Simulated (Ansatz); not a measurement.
Wavefunction ladder for CH4OZn, SMILES `O[CH2][ZnH]`

Cartesian coordinates in Å:
```
O 0.633 0.996 -0.937
C -0.118 -0.173 -0.586
Zn -0.519 -0.273 1.346
H 1.519 0.903 -0.582
H 0.360 -1.080 -0.978
H -1.065 -0.084 -1.127
H -0.810 -0.290 2.865
```

The species carries charge 0 and has multiplicity 1. For Zn the d shell is correlated and the shells below it are frozen. Scalar relativity is left out up to krypton. The geometry is a stationary point of PBE0-D4/def2-TZVP. It is one conformer, not always the lowest. Frozen core, restricted reference, the Gaussian-basis code of Ansatz.

| basis | HF (Eh) | MP2 corr. |
| --- | --- | --- |
| def2-SVP | -1892.46991 | -0.64263 |
| def2-TZVPP | -1892.85545 | -0.93747 |
| def2-QZVPP | -1892.90240 | -1.00472 |

(1) Estimate the CCSD correlation energy and the (T) correction in each basis where they were run (hartree).

Results:

(1) 
| basis | CCSD corr. | (T) |
| --- | --- | --- |
| def2-SVP | -0.64591 | -0.01703 |
| def2-TZVPP | -0.90835 | -0.03074 |
